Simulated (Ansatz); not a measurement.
Computed with Ansatz on PBE0-D4/def2-TZVP structures; ΔE is electronic, products minus reactants. CCSD(T)/CBS adds triple-zeta CCSD(T) − MP2 to the extrapolated MP2 energy (def2 sets, frozen cores). DFT in def2-TZVPP. B3LYP here is the variant with VWN-RPA as its local correlation; programs differ in this. For Ge outer-core shells are correlated without core-valence functions, which leaves a few kJ/mol of doubt a bond. Scalar relativity is left out up to krypton. One conformer a species, not always the lowest.

Consider the ligand exchange at the Si–C bond: `BC([SiH3])[SiH2]Cl` + `[NH2][GeH2][Cl]` → `Cl[SiH2][NH][GeH2][Cl]` + `BC[SiH3]`.

```json
{"level": "B3LYP", "ΔE (kcal/mol)": "-13.2"}
{"level": "CCSD/CBS(def2)", "ΔE (kcal/mol)": "-12.0"}
```

What does CCSD(T)/CBS give? (Estimate.)

The calculation gave: -11.4 kcal/mol. The listed levels differ from it by -1.8, -0.6 kcal/mol.

Largest T1 diagnostic among the species: 0.011.

In def2-TZVPP, CCSD(T) changes the Hartree–Fock value by +4.3 kcal/mol (the triples alone add +0.7 kcal/mol) and MP2 by +4.5 kcal/mol. The D4 term adds +1.0 kcal/mol with B3LYP and +0.5 kcal/mol with PBE0; it sums over pairs of atoms, weighted by their polarisabilities, and B3LYP, whose exchange is more repulsive, gets the larger term.
